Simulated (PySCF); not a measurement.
PySCF 2.14 output of a UHF calculation on a single atom or ion in Sapporo-DZP-2012 (4s3p1d, 18 functions), with scalar relativity by spin-free X2C-1e:

```
SCF conv_tol = 1e-09
number electrons alpha = 5  beta = 3
cycle= 1 E= -74.8368063442422  delta_E= -0.00318  |g|= 0.0217  |ddm|= 0.03
cycle= 2 E= -74.8369685632352  delta_E= -0.000162  |g|= 0.00507  |ddm|= 0.007
cycle= 3 E= -74.8369788660125  delta_E= -1.03e-05  |g|= 0.000509  |ddm|= 0.00251
cycle= 4 E= -74.8369791394032  delta_E= -2.73e-07  |g|= 0.000124  |ddm|= 0.000773
cycle= 5 E= -74.8369791533362  delta_E= -1.39e-08  |g|= 3.2e-05  |ddm|= 0.000187
cycle= 6 E= -74.8369791541698  delta_E= -8.34e-10  |g|= 6.95e-06  |ddm|= 4.42e-05
converged SCF energy = -74.8369791541698  <S^2> = 2.0052943  2S+1 = 3.0035275
```

The run itself started from symmetry-adapted Hartree-Fock orbitals and held the occupation by maximum overlap, so the iterations belong to that start.

Q: Which element, charge and spin multiplicity is this?

A: O (oxygen, neutral), multiplicity 3; the state was [He] 2s2 2p4, high-spin 3P determinant.
